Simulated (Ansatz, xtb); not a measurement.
# CH2AlFO: which of two isomers lies lower

We compare I, `[F][Al]1[CH2][O]1`, a singlet, with II, `O=[CH][AlH][F]`, a singlet. Both are isolated molecules in the gas phase, relaxed with PBE0-D3(BJ)/def2-SVP; the shapes shown needn't be the lowest conformers.

I (Å):

```xyz
6

C    -1.0042   -1.5437    1.2734
Al   -1.2758    0.0718    0.3512
F    -1.5040    1.3406   -0.6750
O    -1.1468   -0.2634    2.0183
H    -0.0172   -2.0151    1.3991
H    -1.8073   -2.2658    1.4871
```

II (Å):

```xyz
6

C    -0.8291    1.0831   -0.0532
Al   -0.4003   -0.7598    0.6377
F    -1.5933   -1.6435    1.3938
O     0.0868    1.6687   -0.5899
H    -1.8328    1.5917    0.0232
H     1.0388   -1.3793    0.4772
```

Q: Which of the two would you expect CCSD(T)/def2-TZVPP electronic energies to favour?

A: Structure I; the calculation gives E(II) − E(I) = +12.9 kJ/mol.

Level by level:

```tsv
level	geometry	E(II) − E(I) (kJ/mol)	departure from the last row (kJ/mol)	job, with rough time for the two
GFN2-xTB	GFN2-xTB	−4.8	−17.7	optimisation, 0.28 s
HF/STO-3G	GFN2-xTB	+21.3	+8.4	single point, 0.68 s
r2SCAN-D4/def2-SVP	GFN2-xTB	+28.5	+15.6	single point, 3.7 s
PBE0-D3(BJ)/def2-SVP	PBE0-D3(BJ)/def2-SVP	−0.2	−13.1	optimisation, 45 s
HF/def2-TZVPP	PBE0-D3(BJ)/def2-SVP	−24.0	−36.9	part of the CCSD(T) run
MP2/def2-TZVPP	PBE0-D3(BJ)/def2-SVP	+25.5	+12.6	part of the CCSD(T) run
CCSD(T)/def2-TZVPP	PBE0-D3(BJ)/def2-SVP	+12.9		single point, 70 s
```

As drawn, II has 1 C=O, 1 Al–H in place of 1 C–O, 1 Al–O, 1 C–H. Structure I has a 3-membered ring, II no ring.

GFN2-xTB, HF/def2-TZVPP put the two in the other order. PBE0-D3(BJ)/def2-SVP finds them nearly level. The largest departure from CCSD(T)/def2-TZVPP is that of HF/def2-TZVPP, 36.9 kJ/mol.

With harmonic frequencies from PBE0-D3(BJ)/def2-SVP (ideal gas, rigid rotor, one conformer each, 298.15 K, 1 atm): on the last row, ΔE + ΔZPE = −1.1 kJ/mol. A mode under 50 cm⁻¹ makes harmonic enthalpies and free energies unreliable, so none is given.

The correlated steps freeze 8 core orbitals. Codes used: Ansatz 0.2.0, xtb 6.7.1; the last row on 2 threads of Intel(R) Xeon(R) Processor @ 2.50GHz (Skylake/Cascade Lake) on a shared host.
